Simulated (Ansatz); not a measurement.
CH5FOSi2 (`O[Si]1(F)C[SiH2]1`), relaxed with RKS PBE-D4/def2-SVP in the Gaussian-basis code of Ansatz from a rough embedded geometry. The force threshold is 0.03 eV/Å; the program also tests the step.

The species carries charge 0 and has multiplicity 1.

Start:

```xyz
10

O    -1.424    0.621   -1.542
Si   -0.909   -0.259   -0.321
F    -1.321   -1.768   -0.525
C     0.905   -0.222   -0.043
Si    0.268    0.496    1.432
H    -1.439    0.231   -2.427
H     1.431    0.466   -0.740
H     1.397   -1.170    0.016
H     0.570    1.972    1.552
H     0.523   -0.366    2.598
```

(1) How much energy does the relaxation release, and in how many steps? (An estimate is asked.)

(2) Which bonds change most? (Best estimate.)

(3) Give the relaxed structure. (Best estimate.)

## Answers

(1) Ansatz gave: 74.65 kJ/mol, in 8 steps.

(2) Computed: C4–Si5 from 1.759 to 1.977 Å; O1–Si2 from 1.590 to 1.667 Å; Si2–F3 from 1.578 to 1.641 Å; Si2–C4 from 1.835 to 1.874 Å.

(3) Ansatz gave: 
```xyz
10

O    -1.577    0.646   -1.514
Si   -0.822   -0.319   -0.384
F    -1.468   -1.828   -0.399
C     1.041   -0.275   -0.183
Si    0.214    0.514    1.429
H    -1.476    0.355   -2.440
H     1.625    0.430   -0.807
H     1.597   -1.219   -0.024
H     0.469    1.979    1.636
H     0.398   -0.284    2.686
```
